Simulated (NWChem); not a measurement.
Species: CH5F2NSi; SMILES FC[Si@H](F)N

```xyz
10

N     -1.6208     0.6412     0.1118
Si     0.0311     0.4873    -0.3278
F      1.0357     1.5970     0.3716
C      0.7013    -1.1779     0.2896
F      0.0195    -2.2321    -0.3165
H     -1.9567     0.4124     1.0492
H     -2.2416     1.2998    -0.3615
H      0.1313     0.6726    -1.8079
H      0.5952    -1.2540     1.3981
H      1.7909    -1.2660     0.0721
```
Atoms are numbered in this order, from 1.

Program: NWChem. Pople sets run with spherical d functions. All runs use the structure optimised with PBE-D3(BJ)/def2-SVP. Core excitations by TDA in a window of 1s orbitals, non-relativistic and unshifted: absolute energies depend strongly on the exact-exchange share.

Task: Estimate the computed values for Si K edge, PBE/6-311G**. Quantities: first 1s excitation (eV); dipole oscillator strength of the first.

Result: 
```
Item                                      Value
---------------------------------------  ------
first 1s excitation (eV)                 1780.4
dipole oscillator strength of the first  0.0015
```
